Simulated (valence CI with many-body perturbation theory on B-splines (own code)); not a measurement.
## Sensitivity of CI+MBPT for V XI

Computed by relativistic CI+MBPT: three valence electrons over a frozen Dirac-Fock core [Ne], radial functions for each j: 6 s, 6 p, 5 d, 3 f, 1 g, with the one-electron correlation potential Σ1, the two-electron term Σ2, the three-electron term Σ3, Breit, model QED; selected CI, second order for the rest, scaled by the run's own slope (own B-spline code, finite nucleus).

No measured levels were compared; by estimate levels of excited configurations hold to 0.05 to 0.15 % of their energy, terms of the ground configuration to about 0.5 %.

The reference run has the lowest level 3s2 3p 2P°_1/2 and an ionisation energy of 255.951 eV. Its largest variational space holds 2831 state functions.

Names give the largest LS component (configuration and term), which can be under half, so a name can repeat, a term be missing and a line seem to break the LS rules; names also repeat where a configuration has a term twice.

| Level | Reference (cm⁻¹) | Shift (cm⁻¹) |
| --- | --- | --- |
| 3s2 3p 2P°_3/2 | 9703 | +303 |
| 3s 3p2 4P_1/2 | 175921 | -102 |
| 3s 3p2 4P_3/2 | 179652 | +23 |
| 3s 3p2 4P_5/2 | 184810 | +222 |
| 3s 3p2 2D_3/2 | 233030 | +162 |
| 3s 3p2 2D_5/2 | 233831 | +242 |
| 3s 3p2 2S_1/2 | 289365 | +27 |
| 3s 3p2 2P_1/2 | 307218 | +91 |
| 3s 3p2 2P_3/2 | 312310 | +226 |
| 3s2 3d 2D_3/2 | 377203 | +542 |
| 3s2 3d 2D_5/2 | 377992 | +670 |
| 3p3 2D°_3/2 | 452982 | +124 |

The ionisation energy moves by +0.093 eV.

Problem. Which of these changes was made?
A. Breit term on → off
B. logarithmic knot step 0.27 → 0.2
C. scale of Σ1 1 → 0.9; Davidson tolerance 2e-05 → 0.001

Solution. A. Breit term on → off.
